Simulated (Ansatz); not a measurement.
Worked example: the step energy

An elementary step of Si2H6O2, closed shell (Si₂H₆O₂ ([OH][SiH]([OH])[SiH3]) → SiH₂O₂ ([OH][Si][OH]) + SiH₄; Si–Si, Si–H broken or loosened, Si–H formed or tightened). “Start” and “end” are the PBE0-D4/def2-TZVP structures reached by relaxing down either side of its saddle point, with the molecules still in contact.

Ansatz 0.2.0; basis: def2-TZVPP and def2-QZVPP; cores frozen in the correlated methods.

Energies in eV:

| quantity | end | start |
| --- | --- | --- |
| Hartree–Fock, triple zeta (X = 3) | -19897.82876 | -19898.96908 |
| Hartree–Fock, quadruple zeta (X = 4) | -19898.53735 | -19899.67712 |
| MP2 correlation, X = 3 | -19.90126 | -19.91196 |
| MP2 correlation, X = 4 | -21.47640 | -21.52023 |
| CCSD(T) correlation, X = 3 | -21.78254 | -21.71832 |

Task: Work out the step energy at the basis limit: extrapolate Hartree–Fock as E(X) = E∞ + A exp(−7.88 √X) and the MP2 correlation as E(X) = E∞ + B X^−2.97 (the exponents that Neese and Valeev fitted for def2-TZVPP and QZVPP), then add CCSD(T) − MP2 in triple zeta.

Result: Each step is linear, so take the differences first (end − start): Hartree–Fock 1.14032 (X = 3) and 1.13977 (X = 4); MP2 correlation 0.01070 and 0.04383; CCSD(T) correlation -0.06422.
Two points give E∞ = E(4) + w [E(4) − E(3)], with w = 1/(exp(7.88 (2 − √3)) − 1) = 0.1377 for Hartree–Fock and w = 1/((4/3)^2.97 − 1) = 0.7407 for the correlation.
Hartree–Fock: 1.13977 + 0.1377 × (-0.00055) = 1.1397 eV.
MP2 correlation: 0.04383 + 0.7407 × 0.03313 = 0.0684 eV.
CCSD(T) − MP2: -0.06422 − 0.01070 = -0.0749 eV.
Sum: 1.1397 + 0.0684 + (-0.0749) = 1.1332 eV, or 26.13 kcal/mol. Plain CCSD(T) in triple zeta gives 1.0761 eV, so the larger basis shifts the result by 0.0571 eV.

No T1 diagnostic of these runs exceeds 0.015.

Losses and insertions of silylenes and their heavier kin drive the gas-phase chemistry of silicon and germanium vapour deposition.

Labels in which every atom is bracketed show which atoms are joined, not bond orders.

For scale, one of the runs: CCSD(T)/def2-TZVPP, 230 basis functions, launched by `ansatz run in.yaml --threads 4 --pin off --events-out ev --progress --plain --max-ram 9574MiB`. Time: 77 s of wall clock on 4 CPU threads of an Arm Neoverse V1; the host was shared. Peak host memory: 3.8 GiB.
